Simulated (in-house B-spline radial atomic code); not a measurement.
Results of a calculation; reference values are marked as such.
Building a PAW d channel for Ge, r_c = 1.26 bohr

Ge, [Ar] 3d10 4s2 4p2, non-relativistic LDA (VWN5), spherical and spin-unpolarised, from an all-electron radial atomic-structure program (B-spline basis) (atomic units; all potentials screened as in the neutral atom).

Two all-electron partial waves φ1, φ2 are integrated outwards at E1 = ε(3d) = -1.117316 and E2 = E1 + 2 hartree; φ1 is the bound orbital and φ2 has unit norm inside r_c = 1.2557 bohr. Smooth partners are polynomials, r^3(a0 + a1 r² + a2 r⁴ + a3 r⁶), matched to φ and three derivatives at r_c, with no condition on the norm. The local potential is -15.5572 + (23.2906) r² + (-14.953) r⁴ + (3.56767) r⁶ inside 1.0281 bohr and the all-electron one outside.

| wave | φ(r_c) | φ'(r_c) | a0 | a1 | a2 | a3 |
| --- | --- | --- | --- | --- | --- | --- |
| 1 | 0.5291616 | -0.7382234 | 3.221156 | -4.181763 | 1.995291 | -0.3369515 |
| 2 | 1.14384 | 3.310315 | -2.269623 | 4.537489 | -2.393393 | 0.419162 |

Inside r_c the overlaps are <φi φj> = [[0.90312, -0.64902], [-0.64902, 1.00000]] and, for the smooth waves, [[0.27643, 0.08750], [0.08750, 0.16116]]. With χj = (Ej − T − V_local) applied to smooth wave j, the program's quadrature gives the matrix B_ij = <smooth i, χj> as [[-0.77615, 1.31793], [-0.15512, 0.13448]].

Question: Check the match of the first wave, and find the augmentation charges q_ij.

Answer: At r_c the four terms are 6.37778, -13.05536, 9.82217, -2.61541, which sum to 0.5292, φ1(r_c) to rounding. q_ij is the all-electron overlap less the smooth one: [[0.62670, -0.73652], [-0.73652, 0.83884]]. The smooth first wave has a norm of 0.2764 inside r_c against 0.9031, and q11 > 0 puts back the missing charge.

Question: B isn't symmetric. Show that D_ij = B_ij + Ej q_ij is.

Answer: Integrating by parts gives B12 − B21 = (E1 − E2) q12: 1.31793 − (-0.15512) = 1.47305, and −2 × (-0.73652) = 1.47305. So D12 = 1.31793 + (0.882684)(-0.73652) = 0.66781 and D21 = -0.15512 + (-1.117316)(-0.73652) = 0.66781; D11 = -1.47637, D22 = 0.87491. The projectors, p = (B⁻¹)ᵀ χ, are dual to the smooth waves; det B = 0.1.

Solving (T + V_local + Σ p D p) ψ = E (1 + Σ p q p) ψ in a sphere of 9 bohr gives these levels:

```json
{"all-electron": "-1.117320", "one projector": "-1.117310", "two projectors": "-1.117310"}
{"all-electron": "0.089896", "one projector": "0.093129", "two projectors": "0.089901"}
{"all-electron": "0.315933", "one projector": "0.329605", "two projectors": "0.315945"}
{"all-electron": "0.686780", "one projector": "0.720731", "two projectors": "0.686784"}
{"all-electron": "1.197080", "one projector": "1.264490", "two projectors": "1.197100"}
```

Question: What does the second projector gain?

Answer: With one projector the errors are +0.01, +3.23, +13.67, +33.95, +67.41 millihartree. With two the errors are +0.01, +0.01, +0.01, 0.00, +0.02 millihartree. The scattering is exact at E1 and at E2 = 0.883, and over all levels compared the largest error is 0.02 millihartree. The lowest eigenvalue of the overlap operator is 1 with one and 0.9332 with two projectors. The smooth orbital alone needs a cutoff of 43.1 hartree for 1 millihartree of kinetic energy, against 85 for a norm-conserving Troullier-Martins orbital of the same radius; part of the gain comes from giving up the norm, part from the simpler form.
